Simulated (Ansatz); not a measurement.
Geometry optimisation, RKS PBE/def2-SVP in Ansatz.

Input file:

```yaml
crystal:
  periodic: [false, false, false]
  atoms:
    - { symbol: B, position_ang: [0.0, 0.0, 0.0] }
    - { symbol: C, position_ang: [0.0, 0.0, 1.95] }
    - { symbol: H, position_ang: [-0.9996, -0.3092, 2.3205] }
    - { symbol: H, position_ang: [0.7676, -0.7111, 2.3205] }
    - { symbol: H, position_ang: [0.232, 1.0203, 2.3205] }
    - { symbol: H, position_ang: [1.0305, 0.0, -0.595] }
    - { symbol: "N", position_ang: [-1.3423, 0.0, -0.775] }
    - { symbol: H, position_ang: [-2.0112, -0.8164, -0.6764] }
    - { symbol: H, position_ang: [-1.5914, 0.8164, -1.4036] }
    - { symbol: "N", position_ang: [-0.2369, -1.7396, 0.5833] }
    - { symbol: H, position_ang: [-0.6522, -2.4652, -0.0683] }
    - { symbol: H, position_ang: [0.0425, -2.0107, 1.5692] }
    - { symbol: H, position_ang: [-0.1566, -1.1499, 1.6165] }
basis:
  gaussian: { orbitals: def2-SVP }
hamiltonian:
  xc: pbe
relax:
  f_tol: 0.15
  max_steps: 25
  restrain:
    - { distance: [0, 9], at: 2.75, k: 30.0 }
    - { distance: [12, 1], at: 2.31, k: 30.0 }
    - { distance: [0, 1], at: 1.6, k: 30.0 }
    - { distance: [12, 9], at: 1.06, k: 30.0 }
output:
  orbitals: {}
```

Command:

```bash
$ ansatz run input.yaml --threads 2 --pin off --max-ram 3072MiB --backend cpu --events-out ev --progress --plain --runs-dir out
```

**Question.** Where does it end, and by what steps?

**Answer.** The run converged. The restraints hold the end off the free minimum. After 14 steps the energy has fallen by 6.824 eV (the restraints' own energy left out); H12 moved furthest, 1.36 Å. Parted: C2–H13 (1.21 → 2.32 Å).

```
step  energy less start (eV)  largest force component (eV/Å)  accepted
   0                  0.0000                           5.230       yes
   1                 -0.6186                           6.357       yes
   2                 -0.8380                           6.410       yes
   3                 -2.0590                           5.642       yes
   4                 -3.4824                           4.101       yes
   5                 -4.3051                           7.334       yes
   6                 -5.7472                           2.165       yes
   7                 -6.3612                           0.895       yes
   8                 -6.6209                           0.950       yes
   9                 -6.7163                           0.569       yes
  10                 -6.7652                           1.031       yes
  11                 -6.7521                           0.958        no
  12                 -6.7992                           0.585       yes
  13                 -6.8159                           0.401       yes
  14                 -6.8244                           0.497       yes
```

```xyz
13
Properties=species:S:1:pos:R:3
B -0.059 0.262 0.203
C -0.102 0.382 1.793
H -1.067 0.070 2.249
H 0.720 -0.182 2.279
H 0.050 1.448 2.079
H 0.997 0.312 -0.403
N -1.243 0.264 -0.557
H -2.181 0.256 -0.153
H -1.244 0.257 -1.577
N 0.004 -2.457 0.632
H -0.784 -2.866 0.105
H 0.437 -3.241 1.143
H -0.445 -1.869 1.370
```

Run time: 22 s on 2 threads of AMD EPYC 7B13 (Zen 3), with other jobs on the host, peak memory 0.15 GiB.
